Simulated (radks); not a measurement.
The numbers below are computed, except where a source is named.
Q: Ta, configuration [Xe] 4f14 5d2 6s2 6p1 (not the ground configuration). Level of theory: Dirac Kohn-Sham, LDA (Slater exchange, Perdew-Wang correlation), spin-unpolarised, spherical densities, finite nucleus; open shells are shared between the two j in proportion to 2j + 1; Fermi nuclear charge, rms radius 5.3507 fm (a radial shooting solver on a logarithmic mesh with Libxc functionals).

Spin-orbit splittings of the eigenvalues, e(l+1/2) - e(l-1/2), with zeta = 2 splitting/(2l+1) and mean radii in bohr:

| shell | occ. | splitting (eV) | zeta (eV) | <r> j=l-1/2 | <r> j=l+1/2 |
|---|---|---|---|---|---|
| 2p | 6 | 1269 | 845.8 | 0.06489 | 0.07273 |
| 3p | 6 | 273.1 | 182.0 | 0.1944 | 0.2090 |
| 3d | 10 | 59.53 | 23.81 | 0.1830 | 0.1875 |
| 4p | 6 | 63.10 | 42.07 | 0.4646 | 0.4979 |
| 4d | 10 | 11.59 | 4.637 | 0.5167 | 0.5283 |
| 4f | 14 | 1.987 | 0.5678 | 0.6330 | 0.6438 |
| 5p | 6 | ? | ? | 1.214 | 1.319 |
| 5d | 2 | 0.6826 | 0.2730 | 2.023 | 2.103 |
| 6p | 1 | 0.6012 | 0.4008 | 4.118 | 4.551 |

Estimate the 5p splitting.

A: 8.935 eV (zeta = 5.957 eV).
